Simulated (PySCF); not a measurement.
# Does the structure fit the spectrum?

A compound C4H7FO2Si gives the data below (simulated from a calculation) and was assigned the structure `CC1=C(O[SiH2]O)[C@H]1F`.

13C{1H} NMR (computed): δ 97.0 (CH), 83.8 (C), 53.0 (CH3, 2C).

1H NMR (400 MHz, computed): δ 3.95 (s, 6H), 1.52 (s, 1H).

Computed data (PySCF): GIAO PBE0/pcSseg-1 shieldings, geometry from GFN2-xTB. Non-relativistic Hamiltonian, one computed conformer, isolated molecule, equivalent nuclei averaged.

Chemical shifts δ = σref − σ; TMS for 1H (σref 31.72) and 13C (σref 186.93), all at this level.

Problem. Compare with the shifts computed for the proposed structure, pairing carbons in order of shift.

Solution. Numbering as in the mapped SMILES `[CH3:1][C:2]1=[C:3]([O:4][SiH2:5][OH:6])[C@H:7]1[F:8]`. Each H is labelled by its parent atom.

```json
{"atom": "C3", "computed for proposal": "138.6", "given list": "97.0", "difference": "+41.6"}
{"atom": "C2", "computed for proposal": "94.9", "given list": "83.8", "difference": "+11.1"}
{"atom": "C7", "computed for proposal": "75.1", "given list": "53.0", "difference": "+22.1"}
{"atom": "C1", "computed for proposal": "9.5", "given list": "53.0", "difference": "-43.5"}
```

The rms difference is 32.6 ppm and the largest -43.5 ppm at C1 (allylic methyl carbon). The proposal also would give 4 carbon signals, not 3. The carbon types in order of shift don't match either: C, C, CH, CH3 for the proposal against CH, C, CH3, CH3 in the data. The proposal doesn't fit.

Problem. Which isomer fits?

Solution. SMILES C#C[Si](F)(OC)OC.

Carbon types of the structure: 1 × C, 1 × CH, 2 × CH3, which accounts for all hydrogens. δC 97.0: terminal alkyne carbon; sp carbons lie upfield of alkene carbons because the cylindrical π system leaves one tensor component strongly shielded. δC 83.8: alkyne carbon; sp carbons lie upfield of alkene carbons because the cylindrical π system leaves one tensor component strongly shielded. δC 53.0: methyl carbon bonded to O; the inductive effect lowers its shielding. δH 1.52: hydrogen on a terminal alkyne carbon; it lies on the axis of the triple bond, in its shielding cone.

Other isomers checked: COC1=CO[Si@H](F)C1 (rms 38.7 ppm); O=C(O)[C@@H]1C[SiH2][C@@H]1F (rms 46.4 ppm).

The shifts were computed for this structure.

Splittings by 19F in the carbon and heteronuclear signals aren't shown, as no couplings were computed. Shifts are as computed. Against solution values, carbons near 30 ppm lie about +3 ppm off and those near 130 ppm about +5 ppm. Of 1313 compounds with measured shifts, 239 miss one by over three times the rms of a fit or turn the order of signals round; such compounds aren't used in these exercises. Multiplicities follow the n + 1 count of equivalent neighbours, as no J values were calculated; m marks all less simple cases, F and P coupling included.
